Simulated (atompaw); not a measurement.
## u(r) = r·R(r): atom against pseudo-atom (iron)

Columns: radius, all-electron u(r) and pseudo u(r) of the 4p shell (level -7.54 eV) of iron in the configuration [Ar] 3d6 4s1 4p0; LDA (PW92), scalar-relativistic, PAW (atompaw) scheme, atompaw 4.2.0.5.

```tsv
r (bohr)	all-electron	pseudo
0.102	0.1299	0.0011
0.204	0.1078	0.0044
0.306	-0.0210	0.0100
0.408	-0.1445	0.0180
0.510	-0.2199	0.0283
0.612	-0.2438	0.0413
0.713	-0.2272	0.0567
0.815	-0.1828	0.0751
0.917	-0.1218	0.0964
1.019	-0.0522	0.1207
1.121	0.0202	0.1479
1.223	0.0920	0.1781
1.325	0.1606	0.2112
1.427	0.2248	0.2467
1.529	0.2837	0.2843
1.631	0.3370	0.3233
1.733	0.3845	0.3631
1.835	0.4263	0.4025
1.937	0.4627	0.4405
2.038	0.4935	0.4756
2.140	0.5196	0.5071
2.242	0.5412	0.5339
2.344	0.5583	0.5550
2.446	0.5715	0.5706
2.548	0.5811	0.5809
2.650	0.5872	0.5872
```

Task: How many radial nodes do the two functions have?

Result: The all-electron 4p function has n − l − 1 = 2; the pseudo-wave has 0, since the states of the same l below it are removed with the core.

Task: Is the pseudo-wave norm-conserving?

Result: No, it belongs to a PAW set: the norm inside the radius is not constrained, and the difference is carried by the augmentation charge.
